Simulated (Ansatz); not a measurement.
The same path of H4N2Zn (7 atoms, charge 0, multiplicity 1) was run 3 times with different band settings.

All numbers below come from Ansatz, RHF/def2-SVPD.

Relaxed end points:

```xyz
7
Properties=species:S:1:pos:R:3
N -1.534 -0.616 -0.798
Zn 0.001 0.000 -0.002
N 1.537 0.616 0.792
H -2.014 -1.454 -0.545
H -2.023 -0.153 -1.535
H 2.464 0.397 0.493
H 1.568 1.210 1.595
```

```xyz
7
Properties=species:S:1:pos:R:3
N -1.537 -0.613 -0.794
Zn 0.000 0.001 0.000
N 1.537 0.614 0.794
H -2.465 -0.390 -0.497
H -1.569 -1.220 -1.587
H 2.015 1.455 0.547
H 2.020 0.153 1.538
```

Common settings: spring 5.0 eV/Å²; optimiser quadratic models (default); start path through a guess of the saddle point; iteration limit 60; end points relaxed.

| run | movable images | climbing image | force threshold |
| --- | --- | --- | --- |
| 1 | 7 | yes | 0.03 eV/Å |
| 2 | 7 | yes | 0.2 eV/Å |
| 3 | 4 | no | 0.03 eV/Å |

Problem. What does each run give, and how far can it be trusted?

Solution. Run 1: converged after 8 iterations, highest image 0.059 eV above the first end. A vibrational analysis at the climbing image gives one clearly imaginary mode, 218i cm⁻¹: a first-order saddle point.
Run 2: converged after 5 iterations, highest image 0.060 eV above the first end. The threshold of 0.2 eV/Å is loose, so the images may lie well off the minimum-energy path. Another band between the same ends (7 images) ends at a top of the same energy, where a vibrational analysis finds 1 clearly imaginary mode.
Run 3: converged after 8 iterations, highest image 0.053 eV above the first end. No image climbed, so the highest image needn't sit at the top of the path.
